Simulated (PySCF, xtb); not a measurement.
H4O2Sn, SMILES [OH][SnH2][OH].

GFN2-xTB (xtb) at its own geometry gives an orbital gap of 5.94 eV and a dipole moment of 0.14 D.

Geometry optimised at B3LYP-D3(BJ)/def2-SVP. The def2 effective core potentials stand for the cores of Sn; spin–orbit coupling is left out. Other conformers were not sampled.

Question: What does B3LYP/def2-TZVPD in PySCF give? (An estimate is asked for; the answer gives what the named calculation found.)

Answer: gap 7.17 eV (levels -8.30 and -1.13 eV), dipole 0.77 D.
